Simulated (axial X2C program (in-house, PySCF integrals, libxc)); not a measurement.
# Working with the constants of NbN

A bond curve at the LDA level, 2c, was computed with an axial X2C code built on PySCF integrals (basis Nb dyall-cv3z [11s12p9d5f3g], N dyall-av3z [7s7p3d2f] (cores contracted in-house)) for the state Ω = 1 (⟨Sz⟩ = -1.00, ⟨Lz⟩ = 2.00 at LDA). Its fit gives Re = 1.6458 Å, ωe = 1100.9 cm⁻¹, ωexe = 3.67 cm⁻¹ and αe = 2.345e-03 cm⁻¹; the masses are 92.9064 and 14.0031 u. Two-component means X2C with spin–orbit coupling and atomic mean-field Coulomb and Gaunt terms.

Find the reduced mass, Be and the force constant.

From the LDA values: μ = 12.1690 u. Be = 16.8576/(μ Re²) = 0.5114 cm⁻¹. k = 5.8918×10⁻⁷ μ ωe² = 8.69 mdyn/Å.

A Morse curve ties αe to the other constants (Pekeris). How well does that hold?

αe(Morse) = 6Be²/ωe × (√(ωexe/Be) − 1) = 2.393e-03 cm⁻¹; the LDA curve gives 2.345e-03 cm⁻¹, a ratio of 1.02.

Estimate the centrifugal constant by the Kratzer relation.

D = 4Be³/ωe² = 4.42e-07 cm⁻¹.

The dipole moment p changes by 5.48 D/Å at Re. What harmonic infrared intensity follows?

I = 42.256 × (dp/dR)²/μ = 100 km/mol.

Where do the fundamental and the first overtone lie?

ν(1←0) = ωe − 2ωexe = 1093.6 cm⁻¹; ν(2←0) = 2ωe − 6ωexe = 2179.8 cm⁻¹.

The state is a single determinant with fixed occupations, the lowest that a limited PBE0 search found. Density functionals use the spin component along the axis (collinear). PBE0 can misorder states that lie within some tenths of an eV, so this need not be the ground state of the molecule. The nearest other 2c determinant of the search, Ω = 3, lies 0.12 eV up at the distance of the search. Without a current term, density functionals place determinants with orbital angular momentum somewhat too high. With several unpaired electrons one determinant need not be a pure state.
